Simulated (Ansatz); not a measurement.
The first iterations of a band of CH5FOSi + H2S (12 atoms, charge 0, multiplicity 1).

The calculation used Ansatz 0.2.0, RKS PBE0/def2-SVP.

- movable images: 7
- climbing image: yes
- spring: 5.0 eV/Å²
- optimiser: quadratic models (default)
- start path: through a guess of the saddle point
- force threshold: 0.05 eV/Å
- iteration limit: 36
- end points: relaxed

Image 0:

```xyz
12
Properties=species:S:1:pos:R:3
Si -0.804 -1.183 0.648
F 0.266 -1.912 -0.348
O -1.592 0.025 -0.124
C -1.105 1.290 -0.508
H -1.818 -2.192 1.022
H 0.002 -0.680 1.795
H 2.089 -0.722 -0.765
S 2.811 0.402 -0.563
H -1.694 2.077 -0.012
H -0.039 1.430 -0.258
H -1.218 1.411 -1.597
H 3.102 0.055 0.708
```

Image 8:

```xyz
12
Properties=species:S:1:pos:R:3
Si 0.237 -0.385 1.178
F 1.133 -1.195 -1.777
O 0.019 0.514 -0.243
C -1.222 1.109 -0.567
H -0.692 -1.551 1.105
H -0.086 0.460 2.362
H 0.740 -0.429 -1.380
S 2.283 -0.919 1.285
H -2.015 0.353 -0.706
H -1.540 1.816 0.218
H -1.104 1.668 -1.506
H 2.245 -1.442 0.032
```

| iteration | highest image above the first end (eV) | largest band force component (eV/Å) |
| --- | --- | --- |
| 1 | 17.178 | 71.304 |
| 2 | 2.104 | 10.816 |
| 3 | 1.720 | 6.823 |
| 4 | 1.716 | 1.820 |
| 5 | 1.657 | 1.182 |
| 6 | 1.662 | 0.521 |
| 7 | 1.613 | 0.661 |
| 8 | 1.497 | 0.626 |
| 9 | 1.347 | 0.674 |

Does the band converge within its limit, and where does its top end?

It converged. It ended after 29 iterations with the highest image 1.687 eV above the first end. Neighbouring images differ by up to 1.4 eV, so the band resolves the path poorly. A vibrational analysis at the climbing image gives one clearly imaginary mode, 707i cm⁻¹: a first-order saddle point. The orbitals stay closed-shell, which can raise the energy where a bond breaks towards radicals; this wasn't checked here.

The run took 14 min on 2 threads of Intel(R) Xeon(R) Platinum 8259CL CPU @ 2.50GHz (Skylake/Cascade Lake) (shared host), peak memory 0.3 GiB.
